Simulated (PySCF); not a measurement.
These are TPSSh-D3(BJ)/def2-TZVP // PBE-D3(BJ)/def2-SVP (PySCF) values and carry that method's errors. Isolated molecules, 0 K electronic values unless said otherwise. One relaxed conformer stands for a flexible species; it need not be the lowest. 

Reference species: [Cd(CH3)(Br)] (neutral, multiplicity 1).

```json
{
  "HOMO": "-7.20 eV",
  "mean_distance_from_the_central_atom_to_its_bonded_neighbours": "2.278 Å",
  "coordination_number": "2"
}
```

Changed species: [Cd(CH3)2] (0 of 2 CH3 replaced by Br; the reference has 1 of 2 CH3 replaced by Br).

Task: Predict the effect on the HOMO, mean distance from the central atom to its bonded neighbours and coordination number.

Result: the HOMO increases by 0.99 eV, to -6.21 eV; the mean distance from the central atom to its bonded neighbours drops by 0.152 Å, to 2.126 Å; the coordination number is nearly the same.
